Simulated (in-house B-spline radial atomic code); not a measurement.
Cd²⁺. Computed with a B-spline radial atomic code. Model: non-relativistic spherical atom: semilocal Troullier-Martins pseudo-atom, one channel per l, against all electrons, high spin, G0W0 and RPA with empty states to l = 8, local potential for every l without a channel, a model core (radius 0 = none) keeps its share of the functional.

Without relativity these are model numbers for so heavy an element.

What the tables leave out is listed at the end.

The pseudopotential gives back the lowest level of each angular momentum of its own functional in the configuration it was made in; a second state of the same l is only approximately right. Exact exchange, RPA and GW see the smooth pseudo-orbitals and miss the exchange with the core, for which the functional's share stands in. The column with an uncorrelated core keeps all orbitals and exact exchange, and so separates missing core correlation from pseudisation. Only the three outermost levels and the lowest empty one were computed. RPA here is direct RPA, with no exchange kernel, and its energies carry an (l + 1/2)⁻⁴ tail. A hybrid on a potential with a model core restores only its own semilocal share of the core's exchange.

Command:
```bash
python run_psgw.py task.json out
```
Settings (lengths in bohr, energies in hartree):
```
Z                      48
electrons              46
configuration          [Kr] 4d10
generated_in           [Kr] 4d10 5s2
functional             pbe,pbe
core_shells            7
radius_factor          1.3
core_correction        False
```

Run time, properties included: 29 s on 1 thread of Arm Neoverse N1, on a shared host.

Given: made with PBE; model core radius 0 bohr; local radius 1.43 bohr; mean-field start PBE.

Valence shells of the generating configuration: 4p, 4d, 5s.

Channel: s 3.172, p 1.122, d 1.264 (radii in bohr).

Computed: largest level miss in the spin-unpolarised generating configuration 0.001 eV; valence RPA correlation energy all-electron orbitals -1.0084 hartree; valence RPA correlation energy pseudo -1.1698 hartree; pseudo-atom RPA polarisability 4.8096 bohr³.

```csv
level,occupied,mean-field all-electron (eV),mean-field pseudo minus all (eV),G0W0 all-electron (eV),G0W0 uncorrelated core minus all (eV),G0W0 pseudo minus all (eV),exchange self-energy all-electron (eV),exchange self-energy pseudo (eV)
4d,1,-30.855,-0.082,-38.348,0.107,1.088,-39.549,-32.854
5s (empty),0,-20.287,-0.118,-16.371,-0.012,-1.553,-3.9912,-5.6827
```

(1) What is the all-electron RPA polarisability, core included?

Given: mean-field start PBE0.

Computed: valence RPA correlation energy all-electron orbitals -0.96148 hartree; valence RPA correlation energy pseudo -1.1265 hartree; all-electron RPA polarisability, core included 4.3181 bohr³.

```csv
level,occupied,mean-field all-electron (eV),mean-field pseudo minus all (eV),G0W0 all-electron (eV),G0W0 uncorrelated core minus all (eV),G0W0 pseudo minus all (eV),exchange self-energy all-electron (eV),exchange self-energy pseudo (eV)
4d,1,-33.084,0.048,-38.476,0.111,0.9,-39.65,-32.933
5s (empty),0,-18.901,-0.74,-16.229,-0.01,-1.615,-3.709,-6.003
```

(2) What is the pseudo-atom RPA polarisability?

Given: mean-field start Hartree-Fock.

Computed: valence RPA correlation energy pseudo -1.0182 hartree; all-electron RPA polarisability, core included 3.3823 bohr³; pseudo-atom RPA polarisability 3.478 bohr³.

| level | occupied | mean-field all-electron (eV) | mean-field pseudo minus all (eV) | G0W0 all-electron (eV) | G0W0 uncorrelated core minus all (eV) | G0W0 pseudo minus all (eV) | exchange self-energy all-electron (eV) | exchange self-energy pseudo (eV) |
| --- | --- | --- | --- | --- | --- | --- | --- | --- |
| 4d | 1 | -38.677 | 0.451 | -38.744 | 0.117 | 0.592 | -39.721 | -33.018 |
| 5s (empty) | 0 | -14.734 | -2.277 | -15.882 | -0.004 | -1.808 | -2.7133 | -6.6256 |

(3) What is the valence RPA correlation energy all-electron orbitals?

Answers

(1) 4.8537 bohr³.

(2) 4.3267 bohr³.

(3) -0.84887 hartree.

Among the listed levels the largest G0W0 shift of the pseudo-atom is -1.81 eV, for 5s (empty) on the Hartree-Fock start, while leaving the core uncorrelated moves that level by 0.00 eV. So pseudisation and the lost core exchange, not the missing core correlation, make the error. Not in the tables (levels of low weight, unsolved or above zero; the highest and the empty levels are kept at any weight): on PBE the G0W0 levels 4p (pseudo minus all +4.17 eV, weights 0.29 and 0.01); on PBE0 the G0W0 levels 4p (pseudo minus all +24.66 eV, weights 0.06 and 0.21); on Hartree-Fock the G0W0 levels 4p (pseudo minus all +3.37 eV, weights 0.01 and 0.52).
